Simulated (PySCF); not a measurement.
A structure optimised at PBE0-D3(BJ)/def2-SVP, used in a PySCF frequency run:

```xyz
12

O      0.3020     1.7999     0.3680
C      1.2017     1.3156     1.0121
O      1.6150     0.0730     0.9219
Si     0.9036    -1.0254    -0.2363
Si    -1.4376    -0.7861    -0.3041
O     -1.8241     0.6356    -1.0661
H      1.7793     1.8890     1.7655
H      1.4038    -2.3440     0.2420
H      1.5395    -0.6997    -1.5477
H     -1.9464    -0.8876     1.1015
H     -2.0080    -1.9114    -1.0989
H     -1.2459     1.3523    -0.7598
```

**Question.** Write its SMILES and formula.

**Answer.** O=CO[SiH2][SiH2]O, CH6O3Si2

**Question.** What are its rotational constants (standard atomic weights)?

**Answer.** 3.1993, 1.8380, 1.2873 GHz
